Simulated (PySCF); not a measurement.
## Highest orbital energy against ionisation energy along the third row

Calculated with PySCF 2.14, no spin-orbit coupling. Each cell gives −ε(HOMO) / ΔSCF in eV; NIST values include spin-orbit coupling, (s) semi-empirical, (t) theoretical.

| species | UHF | LDA | PBE | PBE0 | r2SCAN | NIST (lowest levels) |
| --- | --- | --- | --- | --- | --- | --- |
| Mg⁺ (aug-cc-pVQZ-DK, spin-free X2C) | 14.760 / 14.746 | 12.007 / 15.378 | 11.920 / 15.366 | 12.728 / 15.259 | 12.074 / 15.042 | 15.035 |
| Al⁺ (aug-cc-pVQZ-DK, spin-free X2C) | 17.781 / 17.551 | 14.920 / 18.931 | 14.809 / 18.795 | 15.765 / 18.688 | 14.960 / 18.411 | 18.829 |
| Si⁺ (aug-cc-pVQZ-DK, spin-free X2C) | 16.205 / 15.832 | 12.066 / 16.356 | 12.189 / 16.400 | 13.331 / 16.425 | 12.564 / 16.526 | 16.346 |
| P⁺ (aug-cc-pVQZ-DK, spin-free X2C) | 19.718 / 19.157 | 14.906 / 19.812 | 14.973 / 19.773 | 16.321 / 19.811 | 15.404 / 19.935 | 19.769 (s) |
| S⁺ (aug-cc-pVQZ-DK, spin-free X2C) | 23.452 / 22.714 | 17.882 / 23.398 | 17.911 / 23.308 | 19.481 / 23.376 | 18.465 / 23.508 | 23.338 |
| Cl⁺ (aug-cc-pVQZ-DK, spin-free X2C) | 23.639 / 22.579 | 18.333 / 23.968 | 18.356 / 23.833 | 19.938 / 23.828 | 18.703 / 23.792 | 23.814 |
| Ar⁺ (aug-cc-pVQZ-DK, spin-free X2C) | 27.616 / 26.358 | 21.585 / 27.819 | 21.534 / 27.583 | 23.328 / 27.596 | 21.980 / 27.656 | 27.630 |

How far is −ε(HOMO) from ΔSCF on average for each method, and why?

UHF 0.61 eV; LDA -4.85 eV; PBE -4.77 eV; PBE0 -3.44 eV; r2SCAN -4.39 eV. Hartree-Fock orbital energies lack relaxation and so exceed the ΔSCF value; semilocal functionals have convex E(N) from self-interaction, so their HOMO lies far too high; exact exchange moves hybrids part of the way back.
